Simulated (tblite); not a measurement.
Species: C3H6FO2S2 (doublet state).
Structure used (GFN2-xTB), in Å, numbered top down from 1:
```xyz
14
C3H6FO2S2 angstrom
C     -1.722    0.397    0.582
S     -0.859   -0.035   -0.948
O     -0.078    1.102   -1.374
O     -1.822   -0.577   -1.867
C      0.213   -1.369   -0.497
S      1.894   -1.217   -0.349
C      2.051    0.418    0.457
F      1.421    0.410    1.665
H     -2.395    1.215    0.356
H     -2.276   -0.477    0.895
H     -0.996    0.692    1.329
H     -0.124   -2.331   -0.835
H      3.115    0.598    0.625
H      1.578    1.174   -0.176
```

Method: GFN2-xTB as coded in tblite; computed harmonic values from a numerical Hessian at the method's own geometry, unscaled. Errors from tens to a few hundred cm⁻¹ against measured bands are possible. One conformer, not necessarily the lowest. Open shells enter through the occupations alone, without spin polarisation, and single modes of such species can be off by tens of per cent.

Harmonic wavenumbers (cm⁻¹): 62.7, 81.1, 89.6, 124.5, 184.1, 231.5, 248.3, 284.1, 319.7, 380.2, 429.4, 459.3, 505.2, 659.7, 685.4, 736.0, 850.8, 867.3, 883.8, 934.7, 1030.4, 1087.1, 1122.4, 1179.1, 1222.6, 1241.5, 1277.3, 1369.8, 1419.0, 1428.1, 2953.6, 2991.2, 3067.9, 3085.1, 3094.4, 3132.1.

A = 2372, B = 1106, C = 934.8 MHz; mass 156.979 u (most abundant isotopes); point group C1, symmetry number 1; spin multiplicity 2.

Q: What is the zero-point energy?

A: ½Σν̃ = 19860 cm⁻¹ = 56.78 kcal/mol.

Q: Give the ideal-gas entropy at 500 K and 1 bar in the rigid-rotor, harmonic-oscillator model (classical rotation).

A: Translation 43.66, rotation 30.80, vibration 46.94, spin (R ln 2) 1.38: S = 122.8 cal/(mol K).

Q: And Cp and H(500 K) − H(0)?

A: Cp = 49.17 cal/(mol K), of which vibrations give 41.23 (their classical limit is 36 R = 71.5); H(500 K) − H(0) = 15.69 kcal/mol without the zero-point energy, 11.72 from vibrations.

Q: How do the functions run with temperature in this model?

A: 
```tsv
T (K)	S (cal/(mol K))	Cp (cal/(mol K))	H − H(0) (kcal/mol)	G − H(0) (kcal/mol)	ln q(vib)
150	80.1	24.3	2.40	-9.61	2.90
250	94.5	32.8	5.26	-18.37	5.59
298.15	100.6	36.6	6.94	-23.07	6.84
400	112.4	43.7	11.04	-33.93	9.42
600	132.1	53.5	20.83	-58.46	14.13
900	155.6	62.1	38.29	-101.77	20.39
```

q(vib) and H(0) count from the zero-point level.

Q: What must be added to the electronic energy to get the Gibbs energy at 500 K and 1 bar?

A: ZPE + [H(500 K) − H(0)] − T·S = 56.78 + 15.69 − 61.39 = 11.08 kcal/mol.

Q: Which modes carry the vibrational entropy at 500 K?

A: 62.7 cm⁻¹: 5.39; 81.1 cm⁻¹: 4.88; 89.6 cm⁻¹: 4.69; 124.5 cm⁻¹: 4.04; 184.1 cm⁻¹: 3.27; 231.5 cm⁻¹: 2.83 cal/(mol K); the other 30 give 21.84 together.

Hindered rotation and anharmonicity are outside this model. Other conformers, if any are populated, would add a mixing term that is left out. The structure is chiral; the term R ln 2 for an equal mix with its mirror image is left out.
